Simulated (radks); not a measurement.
Valence configurations of Ho II (all share [Xe]). Method: scalar-relativistic Kohn-Sham, PBEsol, spin-polarised, spherical densities, point nucleus; open shells are filled with parallel spins first (spin-orbit coupling, left out, can overturn this in heavy ions); computed with a radial shooting solver on a logarithmic mesh with Libxc functionals. Energies are relative to 4f11 6s1; eigenvalues in eV for spin up.

valence,E (eV),moment (Bohr magnetons),e(4f),e(5d),e(6p),e(6s)
4f11 6s1,0.000,4,-10.647,-,-,-9.367
4f10.5 6s1.5,0.700,4,-14.891,-,-,-10.045
4f11 5d1,2.308,4,-9.001,-6.060,-,-
4f10 6s2,2.859,4,-19.560,-,-,-10.675
4f12,2.940,2,-4.374,-,-,-
4f10 5d1 6s1,3.145,6,-17.177,-8.804,-,-10.254
4f11 6p1,3.586,4,-12.022,-,-6.481,-
4f10 6s1 6p1,6.190,6,-20.764,-,-7.583,-11.891
4f9.5 6s2 6p0.5,8.868,5,-25.252,-,-7.469,-11.974
4f8 5d2 6s2,25.438,8,-35.373,-13.445,-,-12.062

NIST lists [Xe] 4f11 6s1 as the ground configuration; this level of theory agrees among the configurations tried. The energies are those of spherical high-spin densities, not of single terms.
